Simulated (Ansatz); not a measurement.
Reaction (redistribution): `F[Si](F)(F)[SnH3]` + `FC(F)(F)[O][GeH3]` → `FC(F)(F)[O][SnH3]` + `F[Si](F)(F)[GeH3]`

Calculated with Ansatz (gas phase, PBE0-D4/def2-TZVP geometries, no zero-point term in ΔE). CCSD(T)/CBS adds triple-zeta CCSD(T) − MP2 to the extrapolated MP2 energy (def2 sets, frozen cores). Functionals use def2-TZVPP. def2 core potentials past Kr. For Ge, Sn outer-core shells are correlated without core-valence functions, which leaves a few kJ/mol of doubt a bond. Scalar relativity is left out up to krypton.

```
        level  ΔE (kJ/mol)
    revPBE-D4         -4.3
HF/def2-QZVPP          3.7
```

(1) What does CCSD(T)/CBS give? (An estimate is asked.)

Largest T1 diagnostic among the species: 0.013.

## Answers

(1) Ansatz gave: -4.5 kJ/mol. The listed levels differ from it by 0.2, 8.2 kJ/mol.

Leaving LDA and LC-ωPBE aside and taking each functional with its dispersion term where it has one, the values, not all of them listed here, spread over 8.8 kJ/mol, from B97M-V to PBE-QIDH. LDA lies +4.1 kJ/mol from PBE without D4. At CCSD(T), def2-SVP lies +5.4 kJ/mol from the extrapolated value and def2-TZVPP +4.8 kJ/mol. From BLYP to BHLYP (50 % exact exchange), in def2-TZVPP and without D4, ΔE moves by +5.1 kJ/mol.
